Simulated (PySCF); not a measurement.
**A survey of 29Si NMR shifts**

Method: geometry from GFN2-xTB, PBE0/pcSseg-1 with gauge-including orbitals, in PySCF (equivalent nuclei averaged, no relativistic terms, a single conformation, isolated molecule).

Shieldings were converted by a linear fit to measured shifts: 29Si: δ = 279.94 − 0.822σ (rms 8.9 ppm, 72 shifts, 25.8 ppm with the 6 outliers that the fit left out vs TMS, solution or neat liquid). Occasional misses reach two or three times the rms, and more in compound classes unlike the fitted ones.

Question: Give the 29Si shifts of `C[SiH2][C@@H]1CC[C@@H]1C`, `C[Si@H](C=O)OC(C)(C)C`.

Answer: 
| compound | environment | δ (ppm) |
| --- | --- | --- |
| C[SiH2][C@@H]1CC[C@@H]1C | silicon bonded to 2 C, 2 H | -42.8 |
| C[Si@H](C=O)OC(C)(C)C | silicon bonded to 2 C, O, H | -38.1 |

Question: Order these by 29Si shift, lowest first.
A. [SiH3]CC1CCCC1
B. CC(C)(C)[SiH]1OCCO1
C. CN[SiH2]c1ccncn1
D. COC[C@@H]1CCCO[SiH2]1

Answer: A (-67.6 ppm, silicon bonded to C, 3 H), C (-44.9 ppm, silicon bonded to C, N, 2 H), D (-21.9 ppm, silicon bonded to C, O, 2 H, in a 6-membered ring), B (0.9 ppm, silicon bonded to C, 2 O, H, in a 5-membered ring).
